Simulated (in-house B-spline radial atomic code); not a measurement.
A fraction x of an electron is removed from 3d in Tc3+, starting from [Kr] 4d4 and keeping the highest spin. Computed with an all-electron radial atomic-structure program (B-spline basis): non-relativistic LC-wPBE, spin-polarised, spherical fractional occupations, point nucleus.

Caution: exact exchange at fractional occupations of open shells leaves self-interaction of up to several eV.

| x | E(x) - E(0) (eV) | 3d down level (eV) |
| --- | --- | --- |
| 0 | 0.0000 | -289.997 |
| 0.11 | 32.1057 | -293.746 |
| 0.16 | 46.8358 | -295.459 |
| 0.35 | 103.5956 | -302.025 |
| 0.49 | 146.2213 | -306.918 |
| 0.5 | 149.2922 | -307.269 |
| 0.54 | ? | ? |
| 0.72 | ? | ? |
| 0.81 | 246.2453 | -318.270 |
| 1 | 307.3660 | -325.117 |

Q: What belongs in the row x = 0.54?

A: An energy change of 161.6111 eV; 3d down at -308.676 eV.

Q: What belongs in the row x = 0.72?

A: An energy change of 217.7458 eV; 3d down at -315.054 eV.

Q: Check Janak's theorem between x = 0.11 and 0.16.

A: The slope of the energy is 294.60 eV; the orbital levels give 294.60 eV (-ε of the emptying orbital, averaged over the two points).
